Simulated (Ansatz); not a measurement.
`[F][Sc]([Cl])[O][SiH3]`, 8 atoms. Total charge 0; spin multiplicity 1. Correlated methods include outer-core shells of Sc, which these sets cover unevenly. Scalar relativity is left out up to krypton. Hardware: A = 2 threads of an AMD EPYC 7R13 on a shared host; B = 2 threads of an AMD EPYC 7R13 on a shared host and a share of an NVIDIA H100 80 GB. Correlated methods freeze the cores. Open-shell runs search over several starts.

Problem. How many basis functions does each run have, and how long does it take in Ansatz? RHF-CCSD(T)/def2-SVP energy [A]; RHF-CCSD(T)/def2-TZVPP energy [B]; RKS ωB97X-V/def2-TZVPP energy [A]; RHF-MP2/def2-QZVPP energy [B]; UKS PBE0-D4/def2-TZVPP energy of the cation [A]; RKS ωB97M-V/def2-TZVPP energy and forces [A]; UKS r2SCAN-D4/def2-TZVPP energy of the cation [A]; UHF-CCSD(T)/def2-TZVPP energy of the cation [B]; UHF-MP2/def2-QZVPP energy of the cation [B]; RKS PBE0-D4/def2-TZVP frequencies [B]; RKS PBE0-D4/def2-SVP energy [A]; UKS B2PLYP (frozen core)/def2-TZVPP energy of the cation [A]. (Best estimate.)

Solution. The calculation gave: Other jobs shared the machine, so times are rough.

| level | job | functions | wall time | peak host memory (GiB) |
| --- | --- | --- | --- | --- |
| RKS PBE0-D4/def2-SVP | energy [A] | 110 | 3 s | 0.25 |
| RHF-MP2/def2-QZVPP | energy [B] | 437 | 5 s | 0.9 |
| RHF-CCSD(T)/def2-TZVPP | energy [B] | 252 | 5.5 s | 0.8 |
| RKS ωB97X-V/def2-TZVPP | energy [A] | 252 | 13 s | 0.95 |
| RHF-CCSD(T)/def2-SVP | energy [A] | 110 | 14 s | 0.51 |
| RKS ωB97M-V/def2-TZVPP | energy and forces [A] | 252 | 21 s | 1.1 |
| UHF-MP2/def2-QZVPP | energy of the cation [B] | 437 | 24 s | 1.1 |
| UHF-CCSD(T)/def2-TZVPP | energy of the cation [B] | 252 | 24 s | 0.85 |
| UKS PBE0-D4/def2-TZVPP | energy of the cation [A] | 252 | 49 s | 1.5 |
| RKS PBE0-D4/def2-TZVP | frequencies [B] | 199 | 54 s | 0.87 |
| UKS r2SCAN-D4/def2-TZVPP | energy of the cation [A] | 252 | 69 s | 0.98 |
| UKS B2PLYP (frozen core)/def2-TZVPP | energy of the cation [A] | 252 | 81 s | 1.3 |
